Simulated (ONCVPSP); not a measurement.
# Transferability test, ONCV potential for Tc

```
Element                 : Tc
Generator               : ONCVPSP 4.0.1
Type                    : optimised norm-conserving Vanderbilt (ONCV)
Functional              : PBE
Relativity              : non-relativistic
Frozen core             : [Ar] 3d10
Valence charge          : 15
Reference configuration : 4s2 4p6 4d4 (charge +3)
Partial waves           : 4s: rc 1.90 bohr, ncon 3, nbas 7, qcut 7.4 1/bohr, 2 projectors, debl 1.5 Ha; 4p: rc 1.70 bohr, ncon 3, nbas 8, qcut 8.8 1/bohr, 3 projectors, debl 1.8 Ha; 4d: rc 1.85 bohr, ncon 4, nbas 8, qcut 6.8 1/bohr, 2 projectors, debl 0.8 Ha
Local potential         : polynomial inside 1.10 bohr (lpopt 1, dvloc0 2 Ha)
Core correction         : Teter function, parameters optimised by the program
```

In the s channel the program set the typed energies aside and used -3.657, 0.050 Ha. In the p channel the program set the typed energies aside and used -2.738, 0.250, 2.050 Ha. In the d channel the program set the typed energies aside and used -1.308, 0.250 Ha.

Energies are relative to the spin-unpolarised reference configuration 4s2 4p6 4d4; without spin polarisation the order of configurations can differ from experiment.

| valence configuration | charge | ΔE all-electron (eV) | error AE − PS (meV) |
| --- | --- | --- | --- |
| 4s2 4p6 4d5 5s2 | 0 | -51.214 | +8.0 |
| 4s2 4p6 4d5 5s1 | +1 | -43.405 | +8.5 |
| 4s2 4p6 4d5 | +2 | -29.080 | +6.7 |
| 4s2 4p6 4d5 5p1 | +1 | -39.224 | +5.9 |

Levels in the configuration 4s2 4p6 4d5 5s1:

| level | all-electron (eV) | pseudo (eV) |
| --- | --- | --- |
| 4s | -76.868 | -76.848 |
| 4p | -52.103 | -52.101 |
| 4d | -14.516 | -14.524 |
| 5s | -10.957 | -10.957 |
